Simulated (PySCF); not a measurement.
Sn(H)(F)2(Et) (C₂H₆F₂Sn), SMILES C[CH2][SnH]([F])[F].

Geometry: PBE0-D3(BJ)/def2-SVP. The structure was generated by enumeration; whether it is a known compound was not checked. The def2 effective core potentials stand for the cores of Sn; spin–orbit coupling is left out. The values are those of a single conformer.

Two levels are set side by side: TDA-PBE/def2-SVPD (PySCF) and TDA-PBE0/def2-SVPD (PySCF). Vertical, same geometry. The lowest singlet is HOMO→LUMO 70 %, HOMO→LUMO+2 26 % with PBE and HOMO→LUMO+1 98 % with the other functional; states are paired by order. Differences are taken from unrounded values.

```
quantity                               TDA-PBE0  TDA-PBE  TDA-PBE minus TDA-PBE0
-------------------------------------  --------  -------  ----------------------
lowest singlet excitation (eV)             7.02     6.27                   -0.75
lowest triplet excitation (TDA) (eV)       5.72     5.23                   -0.49
first bright state (f over 0.05) (eV)      7.02     6.27                   -0.75
its oscillator strength                    0.07     0.08                    0.01
```

A lower first singlet is the usual sign of a functional without exact exchange. Differences between two approximate levels are no errors against the true value.

Rough cost on one machine, each run with all the roots and properties that it gave: TDA-PBE0 against TDA-PBE about 3 times.
